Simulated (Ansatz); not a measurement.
Consider the formal exchange of groups at a B–Al bond: `O[B](O[SiH3])[AlH][F]` + Br₂ → `OB(Br)O[SiH3]` + `[F][AlH][Br]`.

Program: Ansatz. Geometries: PBE0-D4/def2-TZVP. ΔE: electronic, gas phase. CCSD(T)/CBS is the MP2 limit (def2-TZVPP, def2-QZVPP) plus CCSD(T) − MP2 in def2-TZVPP, frozen cores. Functionals use def2-TZVPP. B3LYP here is the variant with VWN-RPA as its local correlation; programs differ in this. For Br outer-core shells are correlated without core-valence functions, which leaves a few kJ/mol of doubt a bond. Scalar relativity is left out up to krypton. Each species was taken in one conformer, which may not be the lowest.

```csv
level,ΔE (kcal/mol)
BLYP-D4,-80.8
CAM-B3LYP-D4,-87.3
ωB97X-V,-88.0
B3LYP,-84.8
r2SCAN0,-92.8
MP2/def2-SVP,-99.0
HF/def2-TZVPP,-95.1
SCS-MP2/def2-TZVPP,-92.3
```

Q: What does CCSD(T)/CBS give? (Best estimate.)

A: Computed: -90.3 kcal/mol. The listed levels differ from it by 9.5, 3.0, 2.3, 5.5, -2.5, -8.7, -4.8, -2.0 kcal/mol.

Largest T1 diagnostic among the species: 0.014.

From BLYP to BHLYP (50 % exact exchange), in def2-TZVPP and without D4, ΔE moves by −9.6 kcal/mol. Leaving LDA and LC-ωPBE aside and taking each functional with its dispersion term where it has one, the values, not all of them listed here, spread over 12.3 kcal/mol, from PBE-QIDH to BLYP-D4. LDA lies −3.4 kcal/mol from PBE without D4.
